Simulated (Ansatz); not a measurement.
# Relaxing a trial structure of CH4CdO

The starting geometry of this gas-phase singlet was optimised with GFN2-xTB.

```yaml
atoms:
  - { symbol: C, position_ang: [-0.9243, 0.5989, -0.2786] }
  - { symbol: Cd, position_ang: [1.4249, -1.2336, 0.7935] }
  - { symbol: O, position_ang: [0.3648, 0.0568, -0.2242] }
  - { symbol: H, position_ang: [-1.6892, -0.1681, -0.4624] }
  - { symbol: H, position_ang: [-0.9537, 1.3126, -1.1122] }
  - { symbol: H, position_ang: [-1.1844, 1.1413, 0.6409] }
  - { symbol: H, position_ang: [2.9619, -1.7080, 0.6432] }
```

Task: Where would you expect an optimisation with PBE0-D4/def2-SVP to take it?

Result: It keeps its bonds.

The energy falls by 0.57 eV over 8 steps:

| step | E − E(last) (eV) |
| --- | --- |
| 1 | 0.570 |
| 2 | 0.292 |
| 3 | 0.122 |
| 4 | 0.029 |
| 5 | 0.007 |
| 6 | 0.000 |
| 7 | 0.000 |
| 8 | 0.000 |

Final geometry (Å):

```xyz
7

C    -0.8868    0.5852   -0.2806
Cd    1.6219   -0.9637    0.3884
O     0.4418    0.2996   -0.5524
H    -1.5650   -0.2900   -0.3745
H    -1.2581    1.3412   -0.9996
H    -1.0589    1.0105    0.7315
H     2.7051   -1.9828    1.0872
```

Frequencies at the end are all real (lowest 105 cm⁻¹). Atoms past krypton carry core potentials, without spin–orbit terms. Run with Ansatz 0.2.0, 11 s on 2 threads of Arm Neoverse V2 (shared host).
